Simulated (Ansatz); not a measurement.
The cluster Co₃S₃, relaxed as a doublet with UKS PBE-D4/def2-SVP in Ansatz, starting from the GFN2-xTB geometry. Force threshold 0.02 eV/Å.

The charge 0 doublet is spin-contaminated (final ⟨S²⟩ up to 3.55, 0.75 for a pure state). Another isomer (quartet) lies 0.47 eV lower at PBE0-D4/def2-TZVP; other spin states weren't run for this one.

Start:

```xyz
6

Co    0.0710    1.0425    0.7502
Co    0.5917   -0.0127   -1.1408
Co   -0.6632   -1.0293    0.3922
S    -1.1140    0.0221    2.1533
S     1.2493    1.9417   -0.7402
S    -0.1348   -1.9643   -1.4148
```

**Question.** Estimate the energy that the relaxation releases and the steps that it takes.

**Answer.** 0.12 eV, in 6 steps; 33 s on 4 threads of Arm Neoverse V1 on a shared host. The force fell under the threshold at step 4, but the optimiser went on. No frequencies were taken in this run, so the end may be a saddle point.

**Question.** Does the start keep its bonding and symmetry?

**Answer.** By distances, no bond broke or formed. The bond that changes most is Co2–S6, from 2.10 to 2.17 Å (atoms count from 1). Point group D3h at the start, D3h at the end, both within 0.05 Å; within 0.015 Å the end is Cs.

**Question.** Predict the relaxed structure.

**Answer.** 
```xyz
6

Co    0.078    1.087    0.775
Co    0.617   -0.006   -1.186
Co   -0.675   -1.048    0.399
S    -1.147    0.003    2.199
S     1.277    1.986   -0.756
S    -0.151   -2.020   -1.432
```
Bond lengths (bridged metal pairs left out): 6 × Co–S 2.14 to 2.17 Å.
